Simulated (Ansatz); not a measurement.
CH₇ClOSiSn, SMILES `[CH3][SnH]([Cl])[O][SiH3]`. The species carries charge 0 and has multiplicity 1. Sn: def2 effective core potential.

Z-matrix (Å, degrees):
```
C
Sn 1 2.114
H 1 1.089 2 108.1
H 1 1.089 2 110.0 3 119.8
H 1 1.090 2 109.4 3 -119.4
Cl 2 2.332 1 108.9 3 -54.7
O 2 1.951 1 106.1 3 58.0
H 2 1.701 1 121.0 3 -179.3
Si 7 1.634 2 136.2 1 -144.8
H 9 1.487 7 108.2 2 -162.8
H 9 1.491 7 111.3 2 -43.3
H 9 1.488 7 111.4 2 77.6
```

**Question.** What are the harmonic wavenumbers in cm⁻¹ at PBE0-D4/def2-TZVP (Ansatz, finite differences of forces, unscaled)? (Estimate.)

**Answer.** Computed: 19, 61, 63, 65, 121, 151, 170, 367, 465, 540, 558, 571, 723, 734, 780, 791, 952, 958, 984, 1004, 1231, 1446, 1448, 1966, 2200, 2215, 2223, 3075, 3177, 3181.

**Question.** Is this a minimum?

**Answer.** Yes, all 30 modes are real.

**Question.** Give the ideal-gas thermochemistry at 298.15 K and 1 bar (rigid rotor, harmonic oscillator; point group C1, symmetry number 1).

**Answer.** Zero-point energy 192.8 kJ/mol; H(298) − E = 221.1 kJ/mol; entropy 436.3 J/(mol·K), of which translation 176.0, rotation 122.5, vibration 137.8; G(298) − E = 91.0 kJ/mol. Modes under 100 cm⁻¹ are hindered rotations or soft bends, so the harmonic entropy is rough.
